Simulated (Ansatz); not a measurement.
Molecule: C₅H₁₁O (charge 0, doublet). It need not be the lowest isomer of its formula. 
Structure (B3LYP-D3(BJ)/def2-TZVP (Ansatz, an electronic-structure program) minimum search):
```xyz
17

C     -1.9829     0.9812     0.6883
C     -0.9020    -0.0914     0.5436
C     -1.4911    -1.3758    -0.0777
C      0.2670     0.4121    -0.2321
C      1.5491    -0.3229    -0.2810
O      2.6039     0.5872    -0.5956
H     -2.3727     1.2672    -0.2920
H     -1.5857     1.8779     1.1663
H     -2.8197     0.6166     1.2870
H     -0.5495    -0.3618     1.5491
H     -2.3216    -1.7492     0.5260
H     -1.8641    -1.1767    -1.0850
H     -0.7423    -2.1666    -0.1458
H      0.1464     1.2415    -0.9194
H      1.7328    -0.8213     0.6831
H      1.5110    -1.1225    -1.0431
H      3.3935     0.0785    -0.8068
```
Charge 0, spin multiplicity 2.

Dipole moments at this geometry, in debye (magnitudes).

```
level                 program  dipole (D)
--------------------  -------  ----------
SVWN5/def2-TZVPD       Ansatz        1.76
PBE/def2-TZVPD         Ansatz  (withheld)
BLYP/def2-TZVPD        Ansatz        1.69
revPBE/def2-TZVPD      Ansatz        1.64
B97M-V/def2-TZVPD      Ansatz        1.63
BHLYP/def2-TZVPD       Ansatz        1.77
r2SCAN0/def2-TZVPD     Ansatz        1.72
HSE06/def2-TZVPD       Ansatz        1.71
CAM-B3LYP/def2-TZVPD   Ansatz        1.78
LC-wPBE/def2-TZVPD     Ansatz        1.80
wB97M-V/def2-TZVPD     Ansatz        1.74
wB97X-V/def2-TZVPD     Ansatz        1.77
CCSD(T)/aug-cc-pVDZ    Ansatz  (withheld)
```

Question: Complete the blanks.

Answer: 
- PBE/def2-TZVPD, dipole (D): 1.67
- CCSD(T)/aug-cc-pVDZ, dipole (D): 1.72
